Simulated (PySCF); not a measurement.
# C₆ coefficients of unlike pairs at B97-3

Calculated with PySCF 2.14 from the dipole response of each species, C₆(A,B) = (3/π) ∫ α_A(iu) α_B(iu) du, in atomic units, from isotropic polarisabilities. For ions this is the dispersion term alone; charge-induced terms of lower order in 1/R come first.

```csv
species,configuration,basis,relativity,α (bohr³),C₆ (like pair)
C(3+),[He] 2s1 (2S),dyall-av3z (15s9p3d2f),none,3.155,2.499
C(2+),[He] 2s2 (1S),dyall-av2z (11s7p2d),none,4.253,6.526
Se+,[Ar] 3d10 4s2 4p3 (4S),aug-cc-pwCVDZ-PP with ECP10MDF (6s5p4d1f),core potential,14.50,90.22
Zr,[Kr] 4d2 5s2 (3F),aug-cc-pwCVDZ-PP with ECP28MDF (6s6p5d3f),core potential,125.7,1775
```

(1) Estimate C₆ for Se+ with C(2+).

No spin-orbit coupling is included.

The other pairs:

```
        pair     C₆
   Zr, C(2+)  95.12
  Se+, C(3+)  14.58
     Zr, Se+  340.5
   Zr, C(3+)  62.77
C(2+), C(3+)  3.983
```

Results:

(1) The integral gives 24.19. The combination rule 2 C_A C_B / (C_A α_B/α_A + C_B α_A/α_B) gives 24.17 and the geometric mean 24.27.
